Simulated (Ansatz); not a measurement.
Relaxation of ClH$_{5}$O$_{3}$Sn (10 atoms, charge 0, multiplicity 1), to a largest force component of 0.03 eV/Å in at most 50 steps.

All numbers below come from RKS PBE0-D4/def2-SVP in Ansatz 0.2.0.

```xyz
10
Properties=species:S:1:pos:R:3:forces:R:3
Sn -0.193 -0.164 0.126 -0.05 -0.06 -0.13
O 0.055 -0.248 2.072 -0.09 -0.16 0.13
H -0.731 0.076 2.533 0.01 -0.01 0.01
Cl 1.915 -0.436 -0.811 0.01 -0.01 0.00
O -1.093 1.493 -0.409 0.00 -0.01 -0.01
H -1.665 1.334 -1.172 0.00 0.00 0.00
O -1.383 -1.591 -0.523 0.00 -0.02 0.03
H -1.056 -2.472 -0.297 0.00 0.02 -0.03
H 1.218 2.191 1.185 0.39 1.33 -1.18
H 1.073 1.680 1.671 -0.26 -1.09 1.18
```

Problem. Where does it end, and by what steps?

Solution. The run converged. The force dipped under the threshold on the way, but the program's further checks kept it going. After 24 steps the energy has fallen by 0.103 eV; H9 moved furthest, 1.48 Å.

```json
{"step": "0", "energy less start (eV)": "0.0000", "largest force component (eV/Å)": "1.328", "accepted": "yes"}
{"step": "1", "energy less start (eV)": "-0.0748", "largest force component (eV/Å)": "0.103", "accepted": "yes"}
{"step": "2", "energy less start (eV)": "-0.0828", "largest force component (eV/Å)": "0.120", "accepted": "yes"}
{"step": "3", "energy less start (eV)": "-0.0465", "largest force component (eV/Å)": "0.759", "accepted": "no"}
{"step": "4", "energy less start (eV)": "-0.0859", "largest force component (eV/Å)": "0.106", "accepted": "yes"}
{"step": "5", "energy less start (eV)": "-0.0886", "largest force component (eV/Å)": "0.025", "accepted": "yes"}
{"step": "6", "energy less start (eV)": "-0.0782", "largest force component (eV/Å)": "0.866", "accepted": "no"}
{"step": "7", "energy less start (eV)": "-0.0901", "largest force component (eV/Å)": "0.058", "accepted": "yes"}
{"step": "8", "energy less start (eV)": "-0.0902", "largest force component (eV/Å)": "0.177", "accepted": "yes"}
{"step": "9", "energy less start (eV)": "-0.0911", "largest force component (eV/Å)": "0.060", "accepted": "yes"}
{"step": "10", "energy less start (eV)": "-0.0915", "largest force component (eV/Å)": "0.005", "accepted": "yes"}
{"step": "11", "energy less start (eV)": "-0.0921", "largest force component (eV/Å)": "0.200", "accepted": "yes"}
{"step": "12", "energy less start (eV)": "-0.0930", "largest force component (eV/Å)": "0.093", "accepted": "yes"}
{"step": "13", "energy less start (eV)": "-0.0946", "largest force component (eV/Å)": "0.117", "accepted": "yes"}
{"step": "14", "energy less start (eV)": "-0.0956", "largest force component (eV/Å)": "0.270", "accepted": "yes"}
{"step": "15", "energy less start (eV)": "-0.0974", "largest force component (eV/Å)": "0.156", "accepted": "yes"}
{"step": "16", "energy less start (eV)": "-0.0988", "largest force component (eV/Å)": "0.079", "accepted": "yes"}
{"step": "17", "energy less start (eV)": "-0.0996", "largest force component (eV/Å)": "0.070", "accepted": "yes"}
{"step": "18", "energy less start (eV)": "-0.1002", "largest force component (eV/Å)": "0.156", "accepted": "yes"}
{"step": "19", "energy less start (eV)": "-0.1012", "largest force component (eV/Å)": "0.080", "accepted": "yes"}
{"step": "20", "energy less start (eV)": "-0.1015", "largest force component (eV/Å)": "0.034", "accepted": "yes"}
{"step": "21", "energy less start (eV)": "-0.1019", "largest force component (eV/Å)": "0.016", "accepted": "yes"}
{"step": "22", "energy less start (eV)": "-0.1022", "largest force component (eV/Å)": "0.112", "accepted": "yes"}
{"step": "23", "energy less start (eV)": "-0.1027", "largest force component (eV/Å)": "0.032", "accepted": "yes"}
{"step": "24", "energy less start (eV)": "-0.1029", "largest force component (eV/Å)": "0.017", "accepted": "yes"}
```

```xyz
10
Properties=species:S:1:pos:R:3
Sn -0.486 -0.243 -0.051
O -0.157 0.133 1.846
H -0.770 0.805 2.176
Cl 1.578 -0.286 -1.129
O -1.685 1.171 -0.685
H -2.127 0.933 -1.510
O -1.365 -1.972 -0.368
H -0.727 -2.694 -0.423
H 2.179 2.301 2.311
H 1.702 1.715 2.206
```

Whether the end is a true minimum wasn't checked by a vibrational analysis.

Run time: 44 s on 4 threads of Arm Neoverse V2 (shared host), peak memory 0.27 GiB.
